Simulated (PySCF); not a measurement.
# Bi2OF8: from a saddle point downhill

PySCF 2.14.0, RKS BP86, Bi def2-SVP with ECP60, O def2-SVP, F def2-SVP; non-relativistic Hamiltonian with scalar-relativistic core potentials where named; density fitting; no spin-orbit coupling. Relaxed within the symmetry of its start, the geometry (D2h) is

```xyz
11

Bi    0.0000    0.0000    2.0366
Bi    0.0000    0.0000   -2.0366
O     0.0000    0.0000    0.0000
F     1.8946    0.0000    2.7752
F    -1.8946    0.0000    2.7752
F     0.0000    2.0277    2.2507
F     0.0000   -2.0277    2.2507
F     1.8946    0.0000   -2.7752
F    -1.8946    0.0000   -2.7752
F     0.0000    2.0277   -2.2507
F     0.0000   -2.0277   -2.2507
```

and its lowest harmonic modes are -156, -135, 57, 58, 61, 87 cm⁻¹ (negative: unstable). It was moved along the lowest mode and relaxed again, within the group C2v that the move left.

(1) Where does it end, and how much lower?

(2) How do the contacts change?

(3) Is the end a minimum?

State: singlet.

## Answers

(1) In C2v, 0.417 eV lower, after 15 steps:
```xyz
11

Bi    0.0000    0.0542    1.9475
Bi    0.0000    0.0542   -1.9475
O     0.0000    0.8956    0.0000
F     1.7236   -0.2613    2.9696
F    -1.7236   -0.2613    2.9696
F     0.0000    2.0013    2.5663
F     0.0000   -1.8951    1.3422
F     1.7236   -0.2613   -2.9696
F    -1.7236   -0.2613   -2.9696
F     0.0000    2.0013   -2.5663
F     0.0000   -1.8951   -1.3422
```

(2) 
```csv
contact,saddle (Å),end (Å)
Bi1–O3 (O),2.037,2.121
Bi1–F4 (F),2.033,2.029
Bi1–F5 (F),2.033,2.029
Bi1–F6 (F),2.039,2.043
Bi1–F7 (F),2.039,2.041
Bi2–F8 (F),2.033,2.029
Bi2–F9 (F),2.033,2.029
Bi2–F10 (F),2.039,2.043
Bi2–F11 (F),2.039,2.041
```


(3) Yes; lowest modes 66, 73, 73, 78, 86, 96 cm⁻¹.
